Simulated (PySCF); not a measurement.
Compound: CH₄ClGeNO.
SMILES with atom numbers: `[O:1]=[CH:2][NH:3][GeH2:4][Cl:5]` (hydrogens: H6 on C2; H7 on N3; H8, H9 on Ge4)

Geometry (PBE0-D3(BJ)/def2-SVP, Å), atoms numbered from 1 in this order:
```xyz
9
CH4ClGeNO angstrom
O      0.2910    1.2449    0.4875
C      0.6217    0.2584   -0.1251
N     -0.2562   -0.6812   -0.5788
Ge    -2.0768   -0.4555   -0.3370
Cl    -2.7885    1.0053   -1.7508
H      1.6879    0.0285   -0.3655
H      0.1146   -1.4406   -1.1400
H     -2.3815    0.0251    1.0759
H     -2.6958   -1.8025   -0.7254
```

Linear response at PBE0/def2-SVPD (PySCF, frozen core in the response, non-relativistic). The PBE0/def2-SVPD calculation is non-relativistic and has no spin–orbit coupling, an omission that weighs most on germanium.

Static isotropic polarisability: 66.90 au (9.91 Å³), principal values 58.9, 66.9, 75.0 au.

Q: What is the polarisability at 1064 nm and at the sodium D line?

A: 67.53 au at 1064 nm (+0.9 %), 69.00 au at 589.3 nm (+3.1 %). The rise at 589.3 nm is 3.37 times that at 1064 nm; a pure ω² law gives 3.26. The lowest singlet lies at 229 nm, shorter than both wavelengths.

Q: What is the isotropic C6 coefficient between two such molecules, C6 = (3/π)∫α(iω)² dω?

A: 1737 au (Eh·bohr⁶) by a ten-point quadrature over imaginary frequencies, which is 1040 eV·Å⁶ or 100 J·nm⁶/mol.

Q: Which effective excitation energy ω̄ makes London's formula C6 = (3/4)α²ω̄ exact here?

A: ω̄ = 4·C6/(3α²) = 0.517 Eh = 14.1 eV. A one-pole form α(ω) = α/(1 − ω²/ω̄²) fitted to the 1064 nm value gives 12.1 eV. London's choice of the ionisation energy (10.17 eV, ΔSCF at the same level) gives C6 = 1250 au, 28 % too low.

Q: The lowest 10 singlets have (eV, f): 5.41, 0.001; 6.52, 0.067; 6.72, 0.005; 6.84, 0.018; 7.08, 0.014; 7.16, 0.001; 7.29, 0.040; 7.47, 0.032; 7.53, 0.080; 7.80, 0.093. What share of the static polarisability do they carry in the sum over states α = Σ f/ω²?

A: 4.94 au, 7.4 % of α; the largest term, 1.17 au, is that of the state at 6.52 eV. Their oscillator strengths add up to 0.35. Higher states carry the rest.

Q: What three-body coefficient follows from the one-pole estimate C9 = (3/4)·α·C6?

A: 87200 au. This is an estimate from the two numbers above, not a computed integral.

Q: How many electrons N does the Slater–Kirkwood formula C6 = (3/4)·√N·α^(3/2) need to give this C6?

A: N = (4·C6/3)²/α³ = 17.9; the species has 74 electrons in all.

Q: What molar refraction at the D line follows from R = (4π/3)·N_A·α′, with α′ the polarisability volume?

A: α′ = 10.23 Å³ gives R = 25.79 cm³/mol, for isolated, non-vibrating species.

One conformer stands for the species.
